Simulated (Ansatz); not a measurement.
Reactions of `FC1NBO1`.

Calculated with Ansatz (gas phase, PBE0-D4/def2-TZVP geometries, no zero-point term in ΔE). CBS: MP2 limit from def2 TZ/QZ plus the TZ coupled-cluster correction, frozen cores. This one scheme is used for every species, atoms too. DFT in def2-TZVPP. Open shells (•) are unrestricted, without spin–orbit coupling. Spin–orbit coupling would lower the free atoms: a little for B, C, F, O. One conformer a species, not always the lowest.

| reaction | r2SCAN-D4 (kJ/mol) | CCSD/CBS(def2) (kJ/mol) | HF/CBS(def2) (kJ/mol) | CCSD(T)/CBS(def2) (kJ/mol) |
| --- | --- | --- | --- | --- |
| `FC1NBO1` → B• + C• + F• + 3 H• + N• + O• | 3330 | 3235 | 2289 | 3301 |
| `FC1NBO1` + H₂ → `B1NCO1` + H–F | -34 | -56 | -46 | -53 |
| `FC1NBO1` + H₂S → `SC1NBO1` + H–F | 15 | 5 | 36 | 1 |
| `FC1NBO1` → `OC1(F)BN1` | 190 | 197 | 214 | 196 |

Largest T1 diagnostic: 0.014, for `SC1NBO1`.
